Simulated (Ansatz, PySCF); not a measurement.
System: C$_{3}$H$_{5}$Cl, net charge 0, singlet state. 
Coordinates optimised at B3LYP-D3(BJ)/def2-TZVP (Ansatz, a program for electronic structure):
SMILES: C=CCCl
```xyz
9

C     -2.1642    -0.0739    -0.5893
C     -1.0423    -0.6247    -0.1452
C      0.3064    -0.2573    -0.6484
Cl     1.3317     0.4369     0.6866
H     -2.1537     0.7014    -1.3467
H     -3.1319    -0.3786    -0.2132
H     -1.0721    -1.3903     0.6228
H      0.2594     0.4987    -1.4278
H      0.8592    -1.1222    -1.0096
```

Total electronic energies in hartree. Cores are frozen in the correlated levels unless marked. Spin-orbit coupling is left out. No relativistic terms. Basis-set limits of correlation are two-point, X^-3; Hartree-Fock from the larger set. The bracket is a focal-point correction in the basis named.

```
level                                                                 program  energy (Eh)
-------------------------------------------------------------  --------------  -----------
HF/cc-pV(Q+d)Z                                                         Ansatz   -576.06498
revPBE-D3(BJ)/def2-TZVPD                                       Ansatz + dftd3   -577.45965
revPBE/def2-TZVPD                                                      Ansatz   -577.44289
BHLYP-D3(BJ)/def2-TZVPD                                        Ansatz + dftd3   -577.49285
BHLYP/def2-TZVPD                                                       Ansatz   -577.48431
TPSSh-D4/def2-TZVPD                                             PySCF + dftd4   -577.59467
HSE06/def2-TZVPD                                                       Ansatz   -577.24685
B2PLYP-D4/def2-TZVPD                                           Ansatz + dftd4   -577.32008
SCS-MP2/aug-cc-pV(T+d)Z                                                Ansatz   -576.75485
SCS-MP2/cc-pV(T+d)Z                                                    Ansatz   -576.73985
CCSD(T)/STO-3G                                                         Ansatz   -569.89112
CCSD(T)/6-31G*                                                         Ansatz   -576.54599
CCSD(T)/aug-cc-pV(D+d)Z                                                Ansatz   -576.65876
RI-MP2/CBS(cc-pV(T+d)Z,cc-pV(Q+d)Z)+[CCSD(T)-MP2]/cc-pV(T+d)Z          Ansatz    -576.9153
CCSD(T)/CBS(cc-pV(T+d)Z,cc-pV(Q+d)Z)                                   Ansatz    -576.9092
```

Totals of different functionals don't rank their quality; only differences between species are comparable.
